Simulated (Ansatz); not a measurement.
B₃As₃H₁₂, a cluster cut from wurtzite BAs (hydrogen-capped). The state is a singlet with charge 0. Geometry B3LYP-D4/def2-SVP, basis def2-TZVP, Ansatz.

```csv
run,HOMO (eV),LUMO (eV)
A,-7.01,-1.22
B,-7.87,-0.68
C,-6.76,-1.48
D,-9.13,0.30
```

**Question.** The runs used CAM-B3LYP, PBE, PBE0, r2SCAN. Estimate which is which.

**Answer.** A r2SCAN (0 % exact exchange); B PBE0 (25 % exact exchange); C PBE (0 % exact exchange); D CAM-B3LYP (range-separated). Exact exchange lowers occupied and raises empty levels; among semilocal functionals meta-GGAs tend to open the gap a little, and such runs are hard to tell apart. The gap grows from 5.29 eV (PBE) to 9.43 eV (CAM-B3LYP).
